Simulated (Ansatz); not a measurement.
System: sum formula BNH, net charge -1, singlet state. It need not be the lowest isomer of its formula. Whether it binds its extra electron was not tested at this geometry. 
Structure (B3LYP-D3(BJ)/def2-TZVP (Ansatz, a first-principles code) minimum search):
SMILES: [N-]=B
```xyz
3

B      0.0000     0.0000    -0.5880
N      0.0000     0.0000     0.6732
H      0.0000     0.0000    -1.7723
```
Charge -1, spin multiplicity 1.

Basis-set convergence of Hartree-Fock and CCSD correlation energies (hartree) with Ansatz. Valence correlation only, unless marked. No spin-orbit coupling. No relativistic terms. This anion needs diffuse functions, which these sets lack.

| basis | functions | E(HF) | E(corr, CCSD) |
|---|---|---|---|
| def2-SVP | 33 | -79.60244 | -0.27301 |
| def2-TZVPP | 76 | -79.70379 | -0.32559 |
| def2-QZVPP | 144 | (withheld) | (withheld) |

Task: Fill in the missing entries.

Result: 
- def2-QZVPP, E(HF): -79.70878
- def2-QZVPP, E(corr, CCSD): -0.34283
